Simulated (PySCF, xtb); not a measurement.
H₃O₃Y, SMILES [OH][Y]([OH])[OH]. One conformer was computed; it need not be the lowest.

Harmonic wavenumbers (cm⁻¹) from GFN2-xTB run with xtb at its own minimum, in rising order: 62, 104, 105, 232, 235, 300, 336, 363, 363, 623, 625, 627, 3511, 3513, 3515.

Problem. What does PBE0-D3(BJ)/def2-SVP in PySCF 2.14.0 give at its own minimum? (Estimate from the structure and the level; the computed values follow.)

Solution. 63, 141, 141, 257, 328, 328, 463, 463, 480, 630, 643, 643, 4023, 4023, 4025. Paired by order, the mean absolute difference is 142 cm⁻¹ and the zero-point energies are 20.7 and 23.8 kcal/mol.
